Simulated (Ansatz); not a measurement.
Geometry optimisation, RKS revPBE-D4/6-31G* (Ansatz 0.2.0).

Input:

```yaml
crystal:
  periodic: [false, false, false]
  atoms:
    - { symbol: Si, position_ang: [-0.94982, -0.134811, 0.419144] }
    - { symbol: H, position_ang: [1.457565, 0.229642, 1.498981] }
    - { symbol: "N", position_ang: [2.055189, 0.079456, 0.657274] }
    - { symbol: H, position_ang: [1.817554, -0.862475, 0.317389] }
    - { symbol: H, position_ang: [1.691877, 0.721035, -0.060424] }
    - { symbol: O, position_ang: [-0.73491, 0.964308, -0.888427] }
    - { symbol: H, position_ang: [-0.852318, 1.886253, -0.579791] }
    - { symbol: "N", position_ang: [-0.811206, -1.584979, -0.535759] }
    - { symbol: H, position_ang: [-0.940852, -2.518669, -0.146058] }
    - { symbol: H, position_ang: [-0.667578, -1.589659, -1.55173] }
basis:
  gaussian: { orbitals: "6-31G*" }
hamiltonian:
  xc: revpbe
  dispersion: d4
relax:
  f_tol: 0.03
  max_steps: 50
```

Command:

```bash
$ ansatz run input.yaml --threads 1 --pin off --max-ram 2048MiB --backend cpu --events-out ev --progress --plain --runs-dir out
```

Task: Where does it end, and by what steps?

Result: It converged. After 6 steps the energy has fallen by 0.030 eV; H2 moved furthest, 0.28 Å.

```
step  energy less start (eV)  largest force component (eV/Å)  accepted
   0                  0.0000                           0.420       yes
   1                 -0.0183                           0.505       yes
   2                  0.0986                           1.388        no
   3                 -0.0258                           0.394       yes
   4                 -0.0285                           0.198       yes
   5                 -0.0296                           0.056       yes
   6                 -0.0298                           0.017       yes
```

```xyz
10
Properties=species:S:1:pos:R:3
Si -1.079 -0.150 0.381
H 1.719 0.320 1.549
N 2.108 0.075 0.630
H 1.772 -0.874 0.425
H 1.633 0.678 -0.053
O -0.761 0.963 -0.888
H -0.885 1.881 -0.580
N -0.838 -1.588 -0.569
H -0.991 -2.525 -0.198
H -0.613 -1.589 -1.567
```

Whether the end is a true minimum wasn't checked by a vibrational analysis.

Time of the run: 17 s on 1 thread of Arm Neoverse V2 (shared host), peak memory 0.12 GiB.
